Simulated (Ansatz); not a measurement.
Gas-phase electronic energies from Ansatz, PBE0-D4/def2-TZVP geometries. CBS: MP2 limit from def2 TZ/QZ plus the TZ coupled-cluster correction, frozen cores. This one scheme is used for every species. Functionals use def2-TZVPP. For Se outer-core shells are correlated without core-valence functions, which leaves a few kJ/mol of doubt a bond. Scalar relativity is left out up to krypton. One conformer a species, not always the lowest.

Consider the formal hydrolysis of a B–Se bond: `OB(O)[Se]C(F)(F)F` + H₂O → `OB(O)O` + `FC(F)(F)[SeH]`.

Task: Is it downhill or uphill in electronic energy at CCSD(T)/CBS, and by how much? (An estimate is asked.)

Result: Ansatz gave: Downhill: ΔE = -62.9 kJ/mol.

Task: What do these levels give: PBE0-D4, ωB97X-V, CCSD/def2-TZVPP, HF/def2-QZVPP, MP2/def2-QZVPP, SCS-MP2/def2-QZVPP? (Best estimate.)

Result: Ansatz gave: PBE0-D4 -64.1, ωB97X-V -68.7, CCSD/def2-TZVPP -72.3, HF/def2-QZVPP -96.1, MP2/def2-QZVPP -59.4, SCS-MP2/def2-QZVPP -66.6 kJ/mol.

Largest T1 diagnostic among the species: 0.012.

In def2-TZVPP, CCSD(T) changes the Hartree–Fock value by +28.6 kJ/mol (the triples alone add +5.2 kJ/mol) and MP2 by +34.0 kJ/mol. From PBE to PBE0 (25 % exact exchange), in def2-TZVPP and without D4, ΔE moves by −4.8 kJ/mol. The D4 term adds +9.9 kJ/mol with B3LYP and +5.5 kJ/mol with PBE0; it sums over pairs of atoms, weighted by their polarisabilities, and B3LYP, whose exchange is more repulsive, gets the larger term.

B3LYP here is the variant with VWN-RPA as its local correlation; programs differ in this.
